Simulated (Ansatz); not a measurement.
Compare A (`C[SiH2]O[SiH2]Cl`) with its isomer B (`CO[SiH]([SiH3])Cl`).

Computed with Ansatz on PBE0-D4/def2-TZVP structures; ΔE is electronic, products minus reactants. CCSD(T)/CBS adds triple-zeta CCSD(T) − MP2 to the extrapolated MP2 energy (def2 sets, frozen cores). Functionals use def2-TZVPP. B3LYP here is the variant with VWN-RPA as its local correlation; programs differ in this. Each species was taken in one conformer, which may not be the lowest.

Problem. Which isomer does CCSD(T)/CBS put lower? Give the gap. (An estimate is asked.)

Solution. Ansatz gave: A, by 50.8 kcal/mol.

Problem. Give E(B) − E(A) in kcal/mol with B2PLYP, PBE-D4, LDA (SPW92), BLYP-D4, B3LYP, HF/def2-TZVPP, B3LYP-D4. (Estimate.)

Solution. The calculation gave: B2PLYP 50.4, PBE-D4 43.5, LDA (SPW92) 44.2, BLYP-D4 46.4, B3LYP 48.4, HF/def2-TZVPP 53.4, B3LYP-D4 48.6. None reverses the order clearly.

Problem. Does the order hold for the free energy at 298.15 K (harmonic terms from PBE0-D4)? (An estimate is asked.)

Solution. The calculation gave: Yes: G(B) − G(A) = +51.3 kcal/mol, for one conformer each. Modes under 60 cm⁻¹, often nearly free rotors, make the harmonic entropy too high.

Largest T1 diagnostic: 0.012.

From PBE to PBE0 (25 % exact exchange), in def2-TZVPP and without D4, E(B) − E(A) moves by +2.8 kcal/mol. At CCSD(T), def2-SVP lies −6.0 kcal/mol from the extrapolated value and def2-TZVPP −0.8 kcal/mol.
